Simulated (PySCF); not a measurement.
Species: C2H6FNSi.
Cartesian coordinates in Å at the PBE0-D3(BJ)/def2-SVP level; atoms count from 1:
```
atom  x, y, z in Å
F1     0.382    1.484    1.341
C2     1.383    0.902    0.620
C3     0.865   -0.184   -0.281
N4    -0.322   -0.575   -0.412
Si5   -1.812   -0.035    0.357
H6     1.893    1.671    0.010
H7     2.135    0.475    1.309
H8     1.674   -0.664   -0.874
H9    -1.787   -0.257    1.834
H10   -2.108    1.397    0.046
H11   -2.913   -0.864   -0.211
```

Computed at PBE0/pcSseg-1 (PySCF, non-relativistic), with Q(14N) = 0.02044 b: N4, 14N (I = 1): χzz = -4.994 MHz, η = 0.604.

Problem. Where would the pure quadrupole (NQR) lines of 14N at N4 fall for the rigid, isolated species?

Solution. From ν± = (3/4)|χ|(1 ± η/3) and ν0 = |χ|η/2: ν+ 4.499 MHz, ν− 2.992 MHz, ν0 1.507 MHz (C=N nitrogen).

In a crystal, neighbours and librations shift these lines. A larger basis could move these couplings by a tenth or more.

One conformer stands for the species.
